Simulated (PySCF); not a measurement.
These are B3LYP-D3(BJ)/def2-TZVP // PBE0-D4/def2-TZVP in PySCF 2.14.0 values and carry that method's errors. Isolated molecules, 0 K electronic values unless said otherwise. One relaxed conformer stands for a flexible species; it need not be the lowest. B3LYP has the VWN-RPA correlation part, as in Gaussian. Excitations are Tamm–Dancoff values on a coarser integration grid. The basis has no diffuse functions, so Rydberg states are missing or too high.

Reference species (SMILES): `[SiH2](O)C(=O)N` (O–C–Si–O torsion 0°, C–Si–O–H torsion 0°) (neutral, multiplicity 1).

The HOMO is -7.21 eV and the S1–T1 gap (TDA) is 0.68 eV.

Changed species: `O=[S@@](C)[SiH2]O` (O–S–Si–O torsion -17°, S–Si–O–H torsion 14°) (X = methylsulfinyl; the reference has X = carbamoyl).

Problem. Give the shifts of the HOMO and S1–T1 gap (TDA).

Solution. the HOMO increases by 0.43 eV, to -6.78 eV; the S1–T1 gap (TDA) falls by 0.20 eV, to 0.48 eV.
